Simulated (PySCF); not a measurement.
## Redox energetics: `CC1=C[Si](P)C=C1` (C5H8PSi•)

Molecule: `CC1=C[Si](P)C=C1` (C5H8PSi•, doublet). Optimised structure (Å), atoms numbered from 1:
```
C    -2.3081    0.9082    0.5427
C    -1.0058    0.2696    0.1861
C     0.2164    0.8287    0.4444
Si    1.5046   -0.3019   -0.2426
P     3.6851   -0.6464    0.0398
C     0.2325   -1.5406   -0.7544
C    -0.9851   -1.0114   -0.4604
H    -2.1536    1.8618    1.0414
H    -2.9052    1.0756   -0.3543
H    -2.8803    0.2563    1.2031
H     0.3204    1.7950    0.9074
H     3.7514    0.0455    1.2398
H     4.0780    0.4740   -0.6806
H     0.3553   -2.4854   -1.2525
H    -1.9144   -1.5128   -0.6847
```

These are calculated values, PBE0-D3(BJ)/ma-def2-SVP in PySCF (grid level 2) at geometries from GFN2-xTB. Thermal corrections: GFN2-xTB frequencies, unscaled, ideal gas at 298.15 K and 1 bar, quasi-RRHO entropy.

Frontier levels of the parent: HOMO -5.43 eV, LUMO -2.79 eV.

Oxidation to the singlet cation:
- Vertical ionisation energy (electronic): 7.14 eV
- Adiabatic ionisation energy (with zero-point energy): 7.04 eV
- Adiabatic, electronic part: 7.06 eV
- Vertical gap at the product's structure: 6.90 eV
- Largest changes of atomic charge: Si4 0.36, P5 0.11, C2 0.09
- Potential in DMF: 5.04 V absolute, 0.56 V against Fc+/Fc computed at 4.48 V (solvation -15 → -211 kJ/mol)
- Potential in acetonitrile: 5.04 V absolute, 0.56 V against Fc+/Fc computed at 4.48 V (solvation -15 → -210 kJ/mol)

Oxidation to the triplet cation:
- Vertical ionisation energy (electronic): 7.98 eV
- Adiabatic ionisation energy (with zero-point energy): 7.70 eV
- Adiabatic, electronic part: 7.78 eV
- Vertical gap at the product's structure: 7.36 eV
- ⟨S²⟩ of the product: 2.008
- Largest spin populations: C3 0.61, Si4 0.50, C6 0.46, C2 0.23
- Largest changes of atomic charge: C3 0.19, C6 0.14, Si4 0.13, P5 0.11
- Potential in DMF: 5.71 V absolute, 1.23 V against Fc+/Fc computed at 4.48 V (solvation -15 → -205 kJ/mol)
- Potential in acetonitrile: 5.71 V absolute, 1.23 V against Fc+/Fc computed at 4.48 V (solvation -15 → -205 kJ/mol)

Reduction to the singlet anion:
- Vertical electron affinity (electronic): 1.26 eV
- Adiabatic electron affinity (with zero-point energy): 1.55 eV
- Adiabatic, electronic part: 1.54 eV
- Vertical gap at the product's structure: 1.73 eV
- Largest changes of atomic charge: Si4 -0.45, P5 -0.14
- Potential in DMF: 3.50 V absolute, -0.98 V against Fc+/Fc computed at 4.48 V (solvation -15 → -206 kJ/mol)
- Potential in acetonitrile: 3.50 V absolute, -0.98 V against Fc+/Fc computed at 4.48 V (solvation -15 → -206 kJ/mol)

Vertical electron affinity to the triplet anion: -0.39 eV. This state was not relaxed. The value is negative, so the extra electron is not bound, and the number hangs on the basis.

Solvents are IEF-PCM continua (electrostatics only, gas-phase structures); absolute potentials refer to an electron at rest in vacuum. Fc+/Fc in DMF, 4.48 V, is PBE0-D3(BJ)/ma-def2-SVP on PBE0-D3(BJ)/def2-SVP structures with GFN2-xTB thermal terms. Benchmark calculations put it near 5.0 V in acetonitrile and DMSO, so it is about 0.5 V low, and the value against it can read up to that much too high. Fc+/Fc in acetonitrile, 4.48 V, is PBE0-D3(BJ)/ma-def2-SVP on PBE0-D3(BJ)/def2-SVP structures with GFN2-xTB thermal terms. Benchmark calculations put it near 5.0 V in acetonitrile and DMSO, so it is about 0.5 V low, and the value against it can read up to that much too high.

Caveats: ma-def2-SVP is a small basis, whose errors can reach tens of kJ/mol.
